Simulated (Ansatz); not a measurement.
C$_{4}$H$_{11}$NSi (`C=CN([SiH3])CC`), relaxed with RKS PBE-D4/def2-SVP in Ansatz from a rough embedded geometry. The force threshold is 0.03 eV/Å; the program also tests the step.

Charge 0, multiplicity 1.

Start:

```xyz
17

C     0.555    0.937   -2.116
C     1.088    0.252   -1.092
N     0.463   -0.376   -0.042
Si    1.180   -1.411    1.194
C    -1.021   -0.373    0.098
C    -1.500    0.923    0.805
H    -0.496    1.162   -2.180
H     1.223    1.398   -2.798
H     2.128    0.137   -1.066
H     0.648   -0.951    2.481
H     2.665   -1.088    1.096
H     0.881   -2.780    0.896
H    -1.475   -0.386   -0.871
H    -1.435   -1.193    0.650
H    -1.185    1.807    0.223
H    -1.117    1.007    1.831
H    -2.601    0.933    0.891
```

Q: How much energy does the relaxation release, and in how many steps? (Estimate.)

A: The calculation gave: 0.43 eV, in 6 steps, 1 of them rejected.

Q: Which bonds change most? (Estimate.)

A: Computed: Si4–H12 from 1.432 to 1.508 Å; C2–H9 from 1.046 to 1.104 Å; C5–H13 from 1.071 to 1.113 Å; C5–H14 from 1.072 to 1.112 Å.

Q: Give the relaxed structure. (An estimate is asked.)

A: Computed: 
```xyz
17

C     0.523    1.004   -2.024
C     1.066    0.252   -1.036
N     0.404   -0.425   -0.013
Si    1.249   -1.412    1.180
C    -1.055   -0.331    0.080
C    -1.542    0.967    0.729
H    -0.556    1.192   -2.122
H     1.183    1.454   -2.777
H     2.162    0.124   -1.005
H     0.851   -1.003    2.575
H     2.721   -1.204    0.977
H     0.907   -2.874    1.030
H    -1.486   -0.443   -0.940
H    -1.425   -1.206    0.658
H    -1.174    1.851    0.172
H    -1.178    1.047    1.773
H    -2.650    1.007    0.746
```
